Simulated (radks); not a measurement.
Task: These are the eigenvalues of the occupied orbitals of an atom or ion with whole-number occupations (eV). All-electron calculation, Dirac Kohn-Sham, BLYP, spin-unpolarised, spherical densities, point nucleus. Program: a radial shooting solver on a logarithmic mesh with Libxc functionals.

1s1/2: -44992.35
2s1/2: -7316.347
2p1/2: -6928.771
2p3/2: -6368.294
3s1/2: -1599.384
3p1/2: -1433.268
3p3/2: -1320.591
3d3/2: -1031.906
3d5/2: -1007.484
4s1/2: -322.2947
4p1/2: -259.1320
4p3/2: -234.5186
4d3/2: -130.6820
4d5/2: -126.3111
5s1/2: -47.6027
5p1/2: -30.7426
5p3/2: -27.4605
6s1/2: -8.3286
4f5/2: -8.0603

Which element is it, and in what charge state? The configuration may be excited. Open shells, if any, fill j = l - 1/2 first.

Result: Z = 61, promethium, charge +1: Pm+ in [Xe] 4f5 6s1. The list shows which subshells hold electrons but not how many an open one holds; the 1s level, -1653.4 hartree, gives Z - s = 57.5 by -(Z - s)^2/2, which with screening and relativity narrows Z to a few neighbours, and the depths of the outer levels then fix element, charge and occupations together.
